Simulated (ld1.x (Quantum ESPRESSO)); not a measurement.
## antimony: one change to a TM potential, before and after

```
Element                 : antimony
Generator               : ld1.x (Quantum ESPRESSO) 7.5
Type                    : norm-conserving Troullier–Martins (Kleinman–Bylander form)
Functional              : PBE
Relativity              : scalar-relativistic
Frozen core             : [Kr] 4d10
Valence charge          : 5
Reference configuration : 5s2 5p3
Partial waves           : 5s (bound): rc 1.40 bohr; 5p (bound): rc 1.65 bohr
Local potential         : all-electron potential smoothed inside 1.05 bohr (lloc = -2)
Core correction         : a·sin(br)/r model core inside 0.80 bohr
```

All-electron outer shells of the reference configuration (PBE, scalar-relativistic, ld1.x):

```
shell  level (eV)  outermost node (bohr)  outermost maximum (bohr)
   4p     -101.79                   0.39                      0.76
   4d      -33.51                   0.38                      0.84
   5s      -12.83                   0.95                      1.90
   5p       -4.83                   1.04                      2.35
```

Change: wave 5p (bound): rc 1.65 bohr becomes 5p (bound): rc 1.30 bohr.

Cutoffs: the cutoffs (Ry, on a coarse ladder) from which the occupation-weighted sum of valence levels, in a spherical-Bessel basis at the reference potential, stays within 10 and 1 mRy of its value at 400 Ry; they do not see the model core or the augmentation charge, which bear on the density cutoff. Errors are all-electron minus pseudo energies relative to the spin-unpolarised reference configuration.

**Question.** What does the change do?

**Answer.** Both files keep a bound ghost (d, p, s); the number of tests that count goes from 7 to 6; of the 6 tests that both files solve, the error grows in 4 and shrinks in 2 by more than 15 % and 0.3 meV (median size 26.2 → 31.2 meV).

| quantity | base | changed |
| --- | --- | --- |
| cutoff, loose | 50 Ry | 300 Ry |
| cutoff, tight | 180 Ry | over 300 Ry |
| loose cutoff by channel (10 mRy a level) | s 40 Ry, p 40 Ry | s 40 Ry, p 230 Ry |
| bound ghosts | s, d, p | p, s, d |
| tests counted (converged, no solver errors) | 7 of 7 | 6 of 7 |
| error for 5s2 5p2, meV [ΔE 8.32 eV] | -18 | -38 |
| error for 5s2 5p0, meV [ΔE 48.70 eV] | -174 | -335 |
| error for 5s1 5p4, meV [ΔE 8.11 eV] | -35 | -24 |
| error for 5s0 5p5, meV [ΔE 16.43 eV] | -150 | -106 |
| error for 5s2 5p3.3, meV [ΔE -1.16 eV] | -0.7 | -2.8 |
| error for 5s2 5p2.5, meV [ΔE 3.26 eV] | -4.1 | -9.4 |

Changed file: Tests not counted: 5s2 5p1 (solver errors, printed error -4.7 eV). A true bound ghost makes a file unfit for plane-wave use even where its test errors are small: the radial tests pick states by their node count and pass the ghost by. Where a test does run into it, the solver fails or the error is huge.
